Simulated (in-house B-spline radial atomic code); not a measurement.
Settings and results of a run for Er (an excited or competing configuration). Computed with an all-electron radial atomic-structure program (B-spline basis): scalar-relativistic (X2C) wB97X, spin-polarised, spherical fractional occupations, Fermi nucleus of rms radius 5.2516 fm.

Command:
```bash
python run_scf.py task.json out
```
Settings (nuclear radius in fm, mass in u):
```
Z                68
configuration    [Xe] 4f11 6s2 7s1
hamiltonian      x2c
method           wb97x
spin_polarised   True
nucleus          fermi
rms_radius       5.2516
atomic_mass      165.9303
speed_of_light   137.035999084
```

Output (hartree, bohr):
```
 radial grid: 77 intervals, B-splines of order 8, outer radius 50 bohr

 iter        energy (Eh)    residual
    1      -13085.217086    5.06e-01
    2      -13085.253998    2.15e-01
    3      -13086.036301    6.49e-02
    4      -13086.142551    3.19e-02
    5      -13086.092778    5.45e-02
    6      -13086.166419    6.46e-03
    7      -13086.166844    1.43e-02
    8      -13086.167045    7.67e-03
    9      -13086.167158    8.58e-04
   10      -13086.167175    1.23e-03
   11      -13086.167177    1.13e-03
   12      -13086.167178    9.61e-04
   13      -13086.167178    3.46e-04
   14      -13086.167178    4.54e-05
   15      -13086.167178    4.49e-06
   16      -13086.167178    3.87e-06
   17      -13086.167178    1.99e-06
   18      -13086.167178    6.52e-07

 total energy                    -13086.16718
 kinetic                           14451.5925
 electron-nucleus                 -32365.2578
 Hartree                            5109.3068
 exact exchange                      -52.6098
 exchange-correlation               -229.1990

 orbital      occ     eigenvalue          <r>       <r^2>       <1/r>       r_max
 1s up      1.000     -2106.2402    0.0196171 0.000535303     83.9238     0.01197
 1s down    1.000     -2106.2401    0.0196172 0.000535303     83.9238     0.01197
 2s up      1.000      -355.1176    0.0857297  0.00874677     19.4624     0.07308
 2s down    1.000      -355.1159    0.0857288  0.00874654     19.4626     0.07308
 2p up      3.000      -314.8479    0.0762436  0.00711468     16.8519     0.05906
 2p down    3.000      -314.8466    0.0762426  0.00711445      16.852     0.05906
 3s up      1.000       -80.4388     0.224859   0.0579273     7.00247      0.2073
 3s down    1.000       -80.3825     0.224753   0.0578718     7.00657      0.2073
 3p up      3.000       -68.0936     0.223897   0.0582133     6.29371      0.2037
 3p down    3.000       -68.0355     0.223765   0.0581434     6.29765      0.2037
 3d up      5.000       -52.2809     0.203829   0.0487785     5.89797      0.1664
 3d down    5.000       -52.2316      0.20366   0.0486892     5.90181      0.1663
 4s up      1.000       -16.5826     0.507848    0.291359     2.89723      0.4743
 4s down    1.000       -16.4627     0.507895    0.291397      2.8958      0.4743
 4p up      3.000       -12.4872     0.537757    0.329194     2.59503      0.4952
 4p down    3.000       -12.3652     0.537871    0.329327     2.59346      0.4952
 4d up      5.000        -6.9037     0.582357    0.393723     2.27805      0.5122
 4d down    5.000        -6.7699     0.582889    0.394521     2.27525      0.5122
 5s up      1.000        -2.4991      1.23394      1.7137     1.08953       1.104
 5s down    1.000        -2.4506      1.24337     1.74019     1.07876        1.11
 5p up      3.000        -1.4795      1.44581     2.37698    0.906506       1.251
 5p down    3.000        -1.4461      1.45986     2.42376    0.895603       1.261
 4f up      7.000        -0.8119     0.756728    0.743814     1.72127      0.5059
 4f down    4.000        -0.5147     0.787041    0.823521     1.68333      0.5091
 6s up      1.000        -0.3762      3.37027     12.7497    0.375082       2.958
 6s down    1.000        -0.3703      3.42526     13.1566    0.368835       2.993
 7s up      1.000        -0.0844      9.67994     103.094    0.122602       8.928
```

Run time, properties included: 4.5 s on 1 thread of Arm Neoverse V2, on a shared host.

Caution: exact exchange at fractional occupations of open shells leaves self-interaction of up to several eV.

One-electron X2C: radii and densities carry no picture-change correction, so inner-shell <1/r> comes out high (for 1s by about 2 % at Z = 33, 5 % at 54, 10 % at 75, 30 % at 118) and <r> low.
